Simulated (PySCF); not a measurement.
Job file and geometry (Å, from GFN2-xTB) of an NMR shielding run on `InChI=1S/C4H8BCl/c1-2-4(6)3-5/h2,4H,1,3,5H2/t4-/m0/s1`, GIAO PBE0/pcSseg-1 NMR shielding, non-relativistic, gas phase (PySCF); density fitting, a coarse starting grid and PySCF grid level 2 are the driver's defaults:

```
$ OMP_NUM_THREADS=1 python probes_run.py task.json out

{"job": {"kind": "nmr", "xc": "PBE0", "basis": "pcSseg-1"}, "charge": 0, "multiplicity": 1}
B     -1.975720     0.282888     0.356833
C     -1.099316    -0.619340    -0.581980
C      0.363941    -0.764454    -0.189448
Cl     1.196053    -1.864782    -1.374863
C      1.100107     0.529666    -0.210008
C      1.879694     0.949446     0.769600
H     -1.539476     0.746479     1.335727
H     -3.087198     0.480113     0.057649
H     -1.552376    -1.615145    -0.630759
H     -1.154205    -0.242675    -1.608176
H      0.469193    -1.258646     0.778542
H      0.973034     1.116787    -1.109536
H      2.022908     0.370655     1.667327
H      2.402681     1.888536     0.716926
```

Question: Write the output of this run.

Answer: 
```
coarse grid: 12016 points
cycle   1  E = -641.7426652653  dE =  4.708e-01  |g| = 3.654e-01  |ddm| = 3.194e+00
cycle   2  E = -641.7465904246  dE = -3.925e-03  |g| = 3.704e-01  |ddm| = 6.739e-01
cycle   3  E = -641.7787859762  dE = -3.220e-02  |g| = 5.369e-02  |ddm| = 3.200e-01
cycle   4  E = -641.7792566430  dE = -4.707e-04  |g| = 3.279e-02  |ddm| = 7.339e-02
cycle   5  E = -641.7795190676  dE = -2.624e-04  |g| = 7.781e-03  |ddm| = 3.307e-02
cycle   6  E = -641.7795333645  dE = -1.430e-05  |g| = 1.723e-03  |ddm| = 7.706e-03
cycle   7  E = -641.7795339709  dE = -6.064e-07  |g| = 6.667e-04  |ddm| = 2.056e-03
final grid: 110768 points
cycle   8  E = -641.8134621483  dE = -3.747e-05  |g| = 7.636e-03  |ddm| = 2.750e-02
cycle   9  E = -641.8134565701  dE =  5.578e-06  |g| = 8.805e-03  |ddm| = 1.525e-02
cycle  10  E = -641.8134769366  dE = -2.037e-05  |g| = 1.428e-03  |ddm| = 9.334e-03
cycle  11  E = -641.8134773679  dE = -4.312e-07  |g| = 3.699e-04  |ddm| = 1.580e-03
cycle  12  E = -641.8134773998  dE = -3.196e-08  |g| = 1.039e-04  |ddm| = 3.390e-04
cycle  13  E = -641.8134774024  dE = -2.595e-09  |g| = 2.733e-05  |ddm| = 1.131e-04
cycle  14  E = -641.8134774026  dE = -1.745e-10  |g| = 5.669e-06  |ddm| = 2.363e-05
converged SCF energy = -641.8134774026

GIAO shielding tensors (ppm)
atom      isotropic    diamagn.    paramagn.     s11        s22        s33       span
  0 B       10.583     191.833    -181.251    -66.436    -32.732    130.916    197.353
  1 C      138.579     251.085    -112.506    108.062    146.649    161.028     52.966
  2 C      116.766     244.055    -127.289     91.105    113.883    145.311     54.207
  3 Cl     703.081    1146.777    -443.696    439.290    635.109   1034.845    595.554
  4 C       37.209     256.120    -218.911    -85.975     54.090    143.511    229.485
  5 C       62.410     253.647    -191.238    -47.058     74.272    160.015    207.073
  6 H       23.887      29.690      -5.802     14.783     27.296     29.583     14.800
  7 H       23.779      29.239      -5.460     16.430     26.954     27.953     11.523
  8 H       29.318      29.599      -0.281     24.536     28.693     34.725     10.190
  9 H       29.351      30.333      -0.982     25.346     28.872     33.836      8.490
 10 H       27.103      31.449      -4.346     23.728     25.544     32.036      8.308
 11 H       25.814      31.838      -6.024     22.946     25.095     29.401      6.455
 12 H       26.058      31.029      -4.971     22.236     25.457     30.482      8.246
 13 H       26.235      29.112      -2.877     23.516     25.262     29.927      6.412
```

Size and cost of the density-fitted run: 149 basis functions, 47 s wall time (39 s CPU) on 1 thread of an AMD EPYC, shared host; peak memory 0.71 GiB.
